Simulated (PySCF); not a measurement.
**Relaxation of singlet TiCl₄**

These are results of PySCF, PBE0, basis Ti def2-SVP, Cl def2-SVP (no relativity, density fitting), not measurements. A (50,194) grid was used.

A hand-made see-saw start, of C2v symmetry, held to at least that symmetry:

```xyz
5
charge 0 multiplicity 1, angstrom
Ti    0.0000    0.0000   -0.6150
Cl    0.0000    2.3411   -0.4102
Cl    0.0000   -2.3411   -0.4102
Cl    1.8518    0.0000    0.8318
Cl   -1.8518    0.0000    0.8318
```

Optimiser trace:
```
step  E − E(last) (kJ/mol)  largest gradient (Eh/bohr)
   0                279.69                     0.09563
   1                187.90                     0.06416
   2                109.11                     0.01540
   3                 70.47                     0.01911
   4                 28.57                     0.01864
   5                  7.08                     0.00918
   6                  0.50                     0.00408
   7                  0.13                     0.00483
   8                  0.02                     0.00099
   9                  0.00                     0.00011
  10                  0.00                     0.00008
```

It ends at Td with Ti–Cl 2.155 Å (×4); Cl–Ti–Cl 109.5° (×6) (after a last refinement on a finer grid). The frequency run here used a shortcut that can spoil soft modes, so no verdict on minimum or saddle point is given. Other isomers or separated fragments may lie lower.

Final geometry:
```xyz
5
charge 0 multiplicity 1, angstrom
Ti    0.0000    0.0000    0.0000
Cl    0.0011    1.7592   -1.2439
Cl    0.0000   -1.7592   -1.2439
Cl    1.7587   -0.0005    1.2447
Cl   -1.7597    0.0005    1.2432
```
